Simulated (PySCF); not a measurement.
Molfile (atoms numbered from 1):
```
C5H3FOS
     RDKit          3D

 11 11  0  0  0  0  0  0  0  0999 V2000
    2.7282    1.3459   -0.5278 O   0  0  0  0  0  0  0  0  0  0  0  0
    2.0909    0.3536   -0.3931 C   0  0  0  0  0  0  0  0  0  0  0  0
    2.6658   -0.8565   -0.4766 F   0  0  0  0  0  0  0  0  0  0  0  0
    0.6620    0.2412   -0.1293 C   0  0  0  0  0  0  0  0  0  0  0  0
   -0.1008   -0.8995    0.0153 C   0  0  0  0  0  0  0  0  0  0  0  0
   -1.4613   -0.6058    0.2636 C   0  0  0  0  0  0  0  0  0  0  0  0
   -1.6991    0.7492    0.3029 C   0  0  0  0  0  0  0  0  0  0  0  0
   -0.2870    1.6719    0.0401 S   0  0  0  0  0  0  0  0  0  0  0  0
    0.3224   -1.9013   -0.0586 H   0  0  0  0  0  0  0  0  0  0  0  0
   -2.2380   -1.3571    0.4091 H   0  0  0  0  0  0  0  0  0  0  0  0
   -2.6504    1.2518    0.4768 H   0  0  0  0  0  0  0  0  0  0  0  0
  1  2  2  0
  2  3  1  0
  2  4  1  0
  4  5  2  0
  5  6  1  0
  6  7  2  0
  7  8  1  0
  8  4  1  0
  5  9  1  0
  6 10  1  0
  7 11  1  0
M  END
```

Geometry: PBE0-D3(BJ)/def2-SVP; GIAO absolute shieldings from PySCF, gas phase, non-relativistic, averaged over equivalent atoms.

At PBE/pcSseg-1 (158 basis functions, 19 s wall time on 1 thread of an Arm Neoverse V2, shared host):
```csv
atoms,σ (ppm)
O1,-82.6
C2,24.8
C7,39.6
C5,42.6
C4,43.9
C6,48.9
F3,137.6
S8,230.4
H9,23.55
H11,23.80
H10,24.07
```

Problem. Predict the values at LC-wPBE/pcSseg-1 on the same geometry.

Solution. 
| atoms | σ at LC-wPBE/pcSseg-1 | change |
| --- | --- | --- |
| O1 | -84.3 | -1.7 |
| C2 | 26.1 | +1.3 |
| C7 | 35.9 | -3.7 |
| C5 | 41.0 | -1.6 |
| C4 | 47.0 | +3.1 |
| C6 | 52.4 | +3.5 |
| F3 | 165.5 | +27.9 |
| S8 | 248.4 | +18.0 |
| H9 | 23.41 | -0.14 |
| H11 | 23.55 | -0.25 |
| H10 | 24.12 | +0.05 |

The largest change is at F3 (fluorine bonded to C). Cost: 158 basis functions, 23 s wall time on 1 thread of an Arm Neoverse V2, shared host. The order of the carbon signals is the same at both levels.
